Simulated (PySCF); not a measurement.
## Two-dimensional NMR puzzle

Compound of formula C4H12N2Si2. Correlations simulated from computed shifts and the bond graph:

HSQC (one-bond C–H):
```
  δH     δC
6.66  147.8
6.44  142.7
6.16  142.7
2.86   59.3
2.85   59.3
2.67   41.5
```

COSY cross peaks (H two or three bonds apart, from the bond graph; peaks can be absent where the dihedral angle is near 90°):
```
  δH    δH
6.66  6.44
6.66  6.16
6.66  5.70
6.44  6.16
5.70  5.20
5.20  2.86
5.20  2.85
2.86  2.85
```

HMBC (two and three bonds, from the bond graph):
```
  δH                        δC
6.66                     142.7
6.44                     147.8
6.16                     147.8
5.70  147.8, 142.7, 59.3, 41.5
5.20               147.8, 59.3
2.86                      41.5
2.85                      41.5
2.67                      59.3
```

- geometry: GFN2-xTB
- shieldings: GIAO PBE0/pcSseg-1
- run in PySCF 2.14
- in vacuum, non-relativistic, single conformer, fast rotation and ring inversion assumed for equivalent nuclei

Referencing at the same level of theory: TMS for ¹H (31.72 ppm) and ¹³C (186.93 ppm).

Exchangeable hydrogens are left out of these lists.

**Question.** Which molecule is this?

**Answer.** `C=C[Si@@H]1N(C)C[Si@@H]1N`.

Numbering as in the mapped SMILES `[CH2:1]=[CH:2][Si@@H:3]1[N:4]([CH3:5])[CH2:6][Si@@H:7]1[NH2:8]`. Hydrogens are named by the atom that carries them. Ha(C6) is cis to C2 on the ring; Ha(C1) is cis to Si3; Hb(C6) is trans to C2 on the ring; Hb(C1) is trans to Si3.

1. δC 147.8 is C2, an alkene CH (δH 6.66).
2. δC 142.7 is C1, a terminal =CH2 carbon (δH 6.16, 6.44).
3. δC 59.3 is C6, an sp3 CH2 bonded to N and Si (δH 2.86, 2.85).
4. δC 41.5 is C5, a methyl carbon bonded to N (δH 2.67).
5. COSY links 6.66–6.44, 6.66–6.16, 6.66–5.70, 6.44–6.16, 5.70–5.20, 5.20–2.86.

This is the structure that produced the data.

OH and NH positions are those of a molecule without intermolecular hydrogen bonds; in solution they move with solvent, concentration and temperature, and exchange usually removes their couplings. Shifts are as computed. Against solution values, carbons near 30 ppm lie about +3 ppm off and those near 130 ppm about +5 ppm. Of 1309 compounds with measured shifts, 239 miss one by over three times the rms of a fit or turn the order of signals round; such compounds aren't used in these exercises.
